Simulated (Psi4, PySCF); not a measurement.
C$_{4}$H$_{15}$NSi$_{2}$, singlet, at a GFN2-xTB geometry, atoms displaced at random by about 0.08 Å a coordinate. Base run: PySCF with PBE/STO-3G, gradient.

Here is a job for PySCF.
```python
from pyscf import gto, scf, dft

mol = gto.M(
    atom='''
Si   -1.449768    0.191079   -0.044270
C    -3.051310    0.809313    0.631085
C    -1.290928   -1.517023    0.821028
C     0.110747    1.225785    0.040372
C     1.025816    1.189270   -0.781936
Si    2.246912   -0.533541   -0.903490
N     2.340258   -0.877928    0.929620
H    -1.631683   -0.177716   -1.663873
H    -2.990203    1.058263    1.576851
H    -3.982674    0.175512    0.403813
H    -3.268418    1.802427    0.041756
H    -0.312589   -2.043048    0.440339
H    -2.158250   -2.177433    0.544630
H    -1.120868   -1.535663    1.898967
H    -0.457451    2.176164    0.057567
H     0.383996    1.082019    1.226629
H     0.662424    1.412859   -1.629250
H     1.836657    1.992712   -0.464879
H     3.494044   -0.200449   -1.416318
H     1.364906   -1.449951   -1.564346
H     1.640632   -0.891644    1.460075
H     2.909774   -1.680495    1.130096
''',
    basis='sto-3g',
    charge=0,
    spin=0,
    verbose=3,
)

mf = dft.RKS(mol)
mf.xc = 'pbe'
mf.kernel()
g = mf.nuc_grad_method()
grad = g.kernel()
```

Programs used: Psi4, PySCF; a row that names a program was run with it.

The coordinate followed is y of atom 6.

The base run was repeated with changes; each row names its change, and settings that it needs were set with it.

```csv
change,dE/dx (Eh/bohr),net force (Eh/bohr)
base,-0.053726,0.000034
grids.level = 5; grid_response = off,-0.053727,0.000003
grids.level = 5; grid_response = on,-0.053729,0.000000
grids.level = 1; grid_response = on,-0.053850,0.000000
grids.level = 0; grid_response = on,-0.053345,0.000000
finite difference step (bohr) = 0.01; conv_tol = 1e-11,-0.053728,-
grid_response = on,-0.053729,0.000000
finite difference step (bohr) = 1e-3; conv_tol = 1e-11,-0.053729,-
density fitting = on; auxbasis_response = off,-0.053881,0.001899
finite difference step (bohr) = 0.2; conv_tol = 1e-11,-0.053140,-
density fitting = on,-0.053740,0.000034
code = psi4,-0.053742,0.000043
```

The net force is zero for an exact gradient.
